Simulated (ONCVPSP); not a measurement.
# Configuration tests for Pt (ONCV)

| Property | Result |
| --- | --- |
| Element | Pt (Z = 78) |
| Generator | ONCVPSP 4.0.1 |
| Type | optimised norm-conserving Vanderbilt (ONCV) |
| Functional | LDA (Perdew-Zunger) |
| Relativity | scalar-relativistic |
| Frozen core | [Kr] 4d10 4f14 |
| Valence charge | 18 |
| Reference configuration | 5s2 5p6 5d9 6s1 |
| Partial waves | 5s+6s: rc 1.60 bohr, ncon 4, nbas 9, qcut 6.6 1/bohr, 2 projectors; 5p: rc 1.65 bohr, ncon 3, nbas 7, qcut 6.6 1/bohr, 2 projectors, debl 1.5 Ha; 5d: rc 1.65 bohr, ncon 3, nbas 7, qcut 5 1/bohr, 2 projectors, debl 3.3 Ha |
| Local potential | polynomial inside 1.30 bohr (lpopt 5, dvloc0 3 Ha) |
| Core correction | Teter function, fcfact 5, rcfact 1 |

In the p channel the program set the typed energies aside and used -2.069, 0.250 Ha.

Energies are relative to the spin-unpolarised reference configuration 5s2 5p6 5d9 6s1; without spin polarisation the order of configurations can differ from experiment.

| valence configuration | charge | ΔE all-electron (eV) | error AE − PS (meV) |
| --- | --- | --- | --- |
| 5s2 5p6 5d9 6s0 | +1 | 9.545 | -4.7 |
| 5s2 5p6 5d8 6s0 | +2 | 29.804 | -14 |
| 5s2 5p6 5d7 6s0 | +3 | 62.315 | -21 |
| 5s2 5p6 5d10 6s0 | 0 | 0.054 | -0.8 |

Levels in the configuration 5s2 5p6 5d9 6s0:

| level | all-electron (eV) | pseudo (eV) |
| --- | --- | --- |
| 5s | -110.500 | -110.573 |
| 5p | -64.625 | -64.651 |
| 5d | -14.594 | -14.600 |
